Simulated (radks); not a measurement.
Q: Sb9+, 42 electrons, occupied as [Kr] 4d6. Calculated with a radial shooting solver on a logarithmic mesh with Libxc functionals: scalar-relativistic Kohn-Sham, exchange-only LDA, spin-polarised, spherical densities, point nucleus; open shells are filled with parallel spins first (spin-orbit coupling, left out, can overturn this in heavy ions). Some entries of the table are withheld. Estimate them.

orbital  occ.  eigenvalue (eV)  <1/r> (bohr^-1)
1s up       1        -30430.40            54.27
1s down     1        -30430.37            54.27
2s up       1        -4768.434            12.40
2s down     1        -4766.980            12.40
2p up       3        -4299.678            11.91
2p down     3        -4298.516            11.91
3s up       1        -1060.505            4.421
3s down     1        -1059.469            4.423
3p up       3        -907.7837            4.211
3p down     3        -906.6672            4.213
3d up       5              (1)            3.983
3d down     5              (2)            3.984
4s up       1        -298.7293            1.815
4s down     1        -293.6288            1.818
4p up       3              (3)              (4)
4p down     3              (5)              (6)
4d up       5        -177.3488            1.452
4d down     1        -172.3173            1.449

A: 
(1) 3d up eigenvalue (eV): -674.5983
(2) 3d down eigenvalue (eV): -673.1527
(3) 4p up eigenvalue (eV): -250.0496
(4) 4p up <1/r> (bohr^-1): 1.678
(5) 4p down eigenvalue (eV): -244.9248
(6) 4p down <1/r> (bohr^-1): 1.679
